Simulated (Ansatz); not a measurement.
Reaction (atomization): `[Si][Se]` → Se• + Si•

Calculated with Ansatz (gas phase, PBE0-D4/def2-TZVP geometries, no zero-point term in ΔE). CBS: MP2 limit from def2 TZ/QZ plus the TZ coupled-cluster correction, frozen cores. This one scheme is used for every species, atoms too. DFT in def2-TZVPP. Open shells (•) are unrestricted, without spin–orbit coupling. Spin–orbit coupling would lower the free atoms: a little for Si; clearly for Se. Bonds to Se are less sure, by a few kJ/mol each and by 10 to 20 or more in all where they break to atoms, as the def2 sets lack core-valence functions. Scalar relativity is left out up to krypton.

CCSD(T)/CBS gives +132.7 kcal/mol.

Another level gave +134.0 kcal/mol. Which?
A. ωB97M-V/def2-TZVPP
B. PBE/def2-TZVPP
C. PBE-D4/def2-TZVPP
D. r2SCAN0-D4/def2-TZVPP

B. PBE 134.0, r2SCAN0-D4 124.5, ωB97M-V 129.5, PBE-D4 135.1 kcal/mol.

Largest T1 diagnostic among the species: 0.017.

From BLYP to BHLYP (50 % exact exchange), in def2-TZVPP and without D4, ΔE moves by −11.2 kcal/mol: exact exchange takes away binding that semilocal exchange gives to molecules. The D4 term adds +1.9 kcal/mol with B3LYP and +0.9 kcal/mol with PBE0; it sums over pairs of atoms, weighted by their polarisabilities, and B3LYP, whose exchange is more repulsive, gets the larger term. At CCSD(T), def2-SVP lies −14.9 kcal/mol from the extrapolated value and def2-TZVPP −7.5 kcal/mol: correlation converges slowly with the basis, and small sets miss more of it in the bonded molecule than in its fragments.

B3LYP here is the variant with VWN-RPA as its local correlation; programs differ in this.

For atomizations the MP2-based limit and the directly extrapolated one differ by several kJ/mol either way, and by 10 to 25 for some Ge, Se and Sn compounds, so smaller differences from it don't rank the levels.
